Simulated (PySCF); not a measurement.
Steps of a relaxation of [Gd(H2O)7]3+

[Gd(H2O)7]3+ (singlet in the valence; each metal's 4f electrons, 7 of them, lie in its core potential, out of spins and levels). PySCF 2.14.0, RKS PBE, Gd lcecp-1-SVP with ECP53, O def2-SVP, H def2-SVP; non-relativistic Hamiltonian with scalar-relativistic core potentials where named; density fitting; no spin-orbit coupling. Origin of the start: displaced along the imaginary mode. Columns: position (Å) and force (eV/Å). Energies are counted from the last step; some of the 54 steps are shown. Forces carry noise of the integration grid, about 0.01 to 0.03 eV/Å.

Run from Python with OMP_NUM_THREADS=4. Where DIIS fails, smearing, a level shift and second-order steps follow.
It took 10 min on 4 threads of Arm Neoverse V2 (shared host), from the converged density of the start.

```xyz
22
step 0  E = 0.570 eV
Gd    0.0002    0.0000    0.0000     0.03    0.00    0.00
O    -0.0032    0.0003    2.4148     0.00    0.00    0.02
H     0.7675    0.0185    3.0301    -0.01    0.01   -0.01
H    -0.7757   -0.0126    3.0278     0.01   -0.01   -0.01
O    -0.0032   -0.0003   -2.4148     0.00    0.00   -0.02
H     0.7675   -0.0185   -3.0301    -0.01   -0.01    0.01
H    -0.7757    0.0126   -3.0278     0.01    0.01    0.01
O     2.4735    0.0000    0.0000     1.16    0.00    0.00
H     3.0865   -0.2500    0.7687    -0.61    0.27   -1.21
H     3.0865    0.2500   -0.7687    -0.61   -0.27    1.21
O     0.7598    2.3375   -0.0028     0.10    0.31   -0.02
H     1.0441    2.8824    0.7743    -0.04   -0.17   -0.33
H     0.8095    2.9598   -0.7722    -0.06   -0.16    0.33
O    -1.9942    1.4532    0.0021    -0.34    0.28    0.01
H    -2.3760    1.9540    0.7707     0.17   -0.15   -0.45
H    -2.5554    1.7286   -0.7703     0.18   -0.14    0.45
O    -1.9942   -1.4532   -0.0021    -0.34   -0.28   -0.01
H    -2.5554   -1.7286    0.7703     0.18    0.14   -0.45
H    -2.3760   -1.9540   -0.7707     0.17    0.15    0.45
O     0.7598   -2.3375    0.0028     0.10   -0.31    0.02
H     0.8095   -2.9598    0.7722    -0.06    0.16   -0.33
H     1.0441   -2.8824   -0.7743    -0.04    0.17    0.33
```

```xyz
22
step 18  E = 0.028 eV
Gd   -0.0091    0.0000    0.0000     0.03    0.00    0.00
O     0.0179   -0.0014    2.4081     0.00    0.00    0.01
H     0.7990   -0.0671    3.0056    -0.01    0.00    0.00
H    -0.7470    0.0630    3.0267     0.02    0.00   -0.01
O     0.0179    0.0014   -2.4081     0.00    0.00   -0.01
H     0.7990    0.0671   -3.0056    -0.01    0.00    0.00
H    -0.7470   -0.0630   -3.0267     0.02    0.00    0.01
O     2.4263    0.0000    0.0000     0.03    0.00    0.00
H     3.0315   -0.7331    0.2617    -0.06    0.08   -0.03
H     3.0315    0.7331   -0.2617    -0.06   -0.08    0.03
O     0.7479    2.3322   -0.1085    -0.03   -0.03   -0.09
H     1.3312    2.8434    0.4949     0.02    0.03    0.07
H     0.4797    2.9883   -0.7929     0.02   -0.03    0.02
O    -1.9829    1.4171    0.2000     0.01   -0.03    0.02
H    -2.0104    2.2754    0.6811     0.01    0.00   -0.02
H    -2.8759    1.3448   -0.2070     0.01    0.00    0.01
O    -1.9829   -1.4171   -0.2000     0.01    0.03   -0.02
H    -2.8759   -1.3448    0.2070     0.01    0.00   -0.01
H    -2.0104   -2.2754   -0.6811     0.01    0.00    0.02
O     0.7479   -2.3322    0.1085    -0.03    0.03    0.09
H     0.4797   -2.9883    0.7929     0.02    0.03   -0.02
H     1.3312   -2.8434   -0.4949     0.02   -0.03   -0.07
```

```xyz
22
step 35  E = 0.011 eV
Gd   -0.0542    0.0000    0.0000     0.06    0.00    0.00
O     0.0924    0.0217    2.4051    -0.01    0.00    0.01
H     0.8997    0.0105    2.9703    -0.01    0.00   -0.02
H    -0.6494    0.0471    3.0543     0.00    0.00   -0.01
O     0.0924   -0.0217   -2.4051    -0.01    0.00   -0.01
H     0.8997   -0.0105   -2.9703    -0.01    0.00    0.02
H    -0.6494   -0.0471   -3.0543     0.00    0.00    0.01
O     2.3614    0.0000    0.0000     0.00    0.00    0.00
H     2.9621   -0.7673    0.1339     0.00    0.00    0.00
H     2.9621    0.7673   -0.1339     0.00    0.00    0.00
O     0.7033    2.3407   -0.1017    -0.01    0.00   -0.03
H     1.0997    2.9167    0.5907     0.00    0.00    0.01
H     0.6317    2.9259   -0.8904     0.01    0.01    0.01
O    -2.0020    1.4151    0.2697    -0.02    0.02    0.01
H    -1.9344    2.3383    0.6049    -0.01   -0.02   -0.02
H    -2.9571    1.3136    0.0556     0.01    0.01    0.01
O    -2.0020   -1.4151   -0.2697    -0.02   -0.02   -0.01
H    -2.9571   -1.3136   -0.0556     0.01   -0.01   -0.01
H    -1.9344   -2.3383   -0.6049    -0.01    0.02    0.02
O     0.7033   -2.3407    0.1017    -0.01    0.00    0.03
H     0.6317   -2.9259    0.8904     0.01   -0.01   -0.01
H     1.0997   -2.9167   -0.5907     0.00    0.00   -0.01
```

Question: Where does the relaxation end?

Answer: It stopped unconverged at step 53:
```xyz
22
step 53  E = 0
Gd   -0.0435    0.0000    0.0000
O     0.0499    0.0005    2.4042
H     0.8344   -0.0330    2.9997
H    -0.7170    0.0417    3.0227
O     0.0499   -0.0005   -2.4042
H     0.8344    0.0330   -2.9997
H    -0.7170   -0.0417   -3.0227
O     2.3644    0.0000    0.0000
H     2.9653   -0.7788    0.0236
H     2.9653    0.7788   -0.0236
O     0.6999    2.3605   -0.0366
H     0.9754    2.9280    0.7200
H     0.8192    2.9368   -0.8265
O    -1.9765    1.4461    0.1560
H    -1.8575    2.4216    0.2145
H    -2.9538    1.3253    0.1633
O    -1.9765   -1.4461   -0.1560
H    -2.9538   -1.3253   -0.1633
H    -1.8575   -2.4216   -0.2145
O     0.6999   -2.3605    0.0366
H     0.8192   -2.9368    0.8265
H     0.9754   -2.9280   -0.7200
```
